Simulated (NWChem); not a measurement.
System: ScN$_{2}$H$_{5}$O; SMILES [NH2][Sc]([NH2])[OH]

```xyz
9

Sc    -0.0904     0.0004     0.0000
O     -1.9580     0.0072     0.0000
H     -2.9246     0.0248     0.0000
N      0.9241    -1.7135     0.0000
H      0.5523    -2.6712     0.0000
H      1.9490    -1.8002     0.0000
N      0.9434     1.7030     0.0000
H      1.9692     1.7786     0.0000
H      0.5822     2.6647     0.0000
```
Atoms are numbered in this order, from 1.

All runs: NWChem. Pople sets run with spherical d functions. Geometry: optimised at PBE-D3(BJ)/def2-SVP. No frequency run checked for a minimum. Vzz is the largest principal value of the second derivative of the potential at the nucleus (NWChem prints the opposite sign); η is the asymmetry. Non-relativistic.

```tsv
level	Vzz Sc1 (a.u.)	η Sc1	Vzz O2 (a.u.)	η O2	Vzz N7 (a.u.)	η N7
Hartree-Fock/6-31G*	1.208	0.16	1.391	0.08	0.682	1.00
B3LYP/def2-TZVP	1.245	0.30	1.287	0.13	0.622	0.87
B3LYP/def2-SVP	?	?	1.389	0.13	?	0.96
```

What belongs in the gaps?


- B3LYP/def2-SVP, Vzz Sc1 (a.u.): 0.970
- B3LYP/def2-SVP, η Sc1: 0.47
- B3LYP/def2-SVP, Vzz N7 (a.u.): -0.670
